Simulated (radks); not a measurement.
Values are calculated unless marked as measured or tabulated.
Excited configurations of Sb IV: one electron is placed in a higher orbital outside [Kr] 4d10 5s1. The ground configuration is [Kr] 4d10 5s2. Code: a radial shooting solver on a logarithmic mesh with Libxc functionals. Model: Dirac Kohn-Sham, PBE, spin-unpolarised, spherical densities, point nucleus; open shells fill j = l - 1/2 first. Excitation = E - E(ground); binding = E(ion) - E, where the ion is the core of charge +4; n* = 4/sqrt(2 binding) in atomic units, and the quantum defect is n - n*.

outer orbital  excitation (eV)  binding (eV)     n*  quantum defect  <r> (bohr)
4f5/2                   28.620        15.671  3.727           0.273       3.371
5p1/2                    9.375        34.916  2.497           2.503       2.299
5d3/2                   22.778        21.513  3.181           1.819       3.201
6s1/2                   23.874        20.417  3.265           2.735       4.124
6p1/2                   26.950        17.342  3.543           2.457       4.631
6f5/2                   36.894         7.397  5.425           0.575       9.573
7s1/2                   32.180        12.111  4.240           2.760       6.918
7p1/2                   33.640        10.652  4.521           2.479       7.637
7d3/2                   36.082         8.209  5.150           1.850       9.477
7f5/2                   38.883         5.408  6.344           0.656       13.80

The Delta-SCF ionisation energy is 44.292 eV (NIST Atomic Spectra Database: 43.80 eV, measured). Self-interaction in the functional shifts the binding energies and quantum defects, so they are the method's values and not measured ones. Spin polarisation and multiplet splitting are left out, so open shells lie too high by an amount that depends on their filling.

Beside tabulated values, note that spin-unpolarised runs miss the spin-polarisation part of the exchange energy of open shells.
